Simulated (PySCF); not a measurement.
H7NSi2, SMILES N([SiH3])[SiH3].

Geometry optimised at B3LYP-D3(BJ)/def2-SVP.

These are B3LYP-D3(BJ)/def2-SVP (PySCF 2.14.0) values and carry that method's errors.

Frequencies are harmonic and unscaled.

```csv
mode,ν (cm⁻¹),IR (km/mol),Raman (Å⁴/amu),depolarisation,moving atoms (share of kinetic energy)
1,27,0.5,0.2,0.75,"H 63 %, N 31 %"
2,72,0.0,0.3,0.75,H 99 %
3,221,0.6,0.6,0.29,"Si 45 %, H 28 %, N 27 %"
4,375,57.6,3.7,0.75,"H 90 %, N 10 %"
5,599,2.5,24.5,0.36,"Si 49 %, H 33 %, N 17 %"
6,645,0.2,1.3,0.75,"H 89 %, Si 10 %"
7,711,0.6,20.4,0.75,"H 90 %, Si 10 %"
8,729,140.3,5.5,0.66,"H 77 %, N 16 %"
9,831,94.3,8.5,0.67,"H 58 %, N 30 %, Si 12 %"
10,929,116.3,12.0,0.75,H 92 %
11,933,508.2,2.5,0.75,"H 52 %, N 24 %, Si 24 %"
12,940,137.7,32.7,0.74,H 95 %
13,959,3.3,32.1,0.75,"H 84 %, N 14 %"
14,975,144.6,16.6,0.68,H 95 %
15,998,147.1,0.6,0.75,"H 88 %, N 10 %"
16,1026,26.2,35.7,0.74,"H 90 %, Si 9 %"
17,1211,160.9,0.7,0.75,"H 68 %, N 29 %"
18,2190,38.7,151.4,0.75,H 96 %
19,2193,326.8,57.0,0.32,H 96 %
20,2205,211.9,49.4,0.75,H 98 %
21,2213,45.0,382.6,0.08,H 97 %
22,2237,0.4,0.4,0.75,H 97 %
23,2247,164.8,181.8,0.20,H 97 %
24,3560,30.7,85.7,0.24,H 93 %
```
